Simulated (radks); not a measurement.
The numbers below are computed, except where a source is named.
Coulomb parameter of the 4f shell of the erbium ion Er2+ in the model configuration [Xe] 4f11 6p1, as a second difference U = [E(n + 0.5) + E(n - 0.5) - 2 E(n)] / (0.5)^2 with all orbitals relaxed. "Bare": the charge of the atom changes with n. "Screened": the 6p shell takes up the change at fixed total charge, which measures U(4f,4f) + U(6p,6p) - 2 U(4f,6p). Level of theory: scalar-relativistic Kohn-Sham, r2SCAN, spin-unpolarised, spherical densities, finite nucleus; meta-GGA in the generalised Kohn-Sham scheme; Fermi nuclear charge, rms radius 5.2516 fm (a radial shooting solver on a logarithmic mesh with Libxc functionals).

| case | configuration | E - E(n) (eV) |
|---|---|---|
| start | [Xe] 4f11 6p1 | 0.000 |
| bare +0.5 | [Xe] 4f11.5 6p1 | -11.677 |
| bare -0.5 | [Xe] 4f10.5 6p1 | 16.276 |
| screened +0.5 | [Xe] 4f11.5 6p0.5 | -6.582 |
| screened -0.5 | [Xe] 4f10.5 6p1.5 | 8.843 |

U(bare) = 18.396 eV, U(screened by 6p) = 9.045 eV, against the Slater integral F0(4f,4f) = 33.156 eV with frozen orbitals.
